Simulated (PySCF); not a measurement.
A calculated (PBE, PySCF 2.14, x2c-TZVPPall with one added diffuse shell each of s, p, d type, the spin-free X2C one-electron Hamiltonian (Gaussian nucleus)) atom or ion has these occupied shells.

| shell | electrons | orbital energy (eV) | rms radius, mean of both spins (bohr) |
| --- | --- | --- | --- |
| 1s α | 1 | -1533.3 | 0.139 |
| 1s β | 1 | -1533.2 | 0.139 |
| 2s α | 1 | -130.28 | 0.683 |
| 2s β | 1 | -130.14 | 0.683 |
| 2p α | 3 | -91.785 | 0.676 |
| 2p β | 3 | -91.608 | 0.676 |
| 3p α | 1 | -18.839 | 2.71 |

Problem. Name the element and its charge.

Solution. Al²⁺ (aluminium, charge +2), in [Ne] 3p1, 2P determinant (an excited configuration).
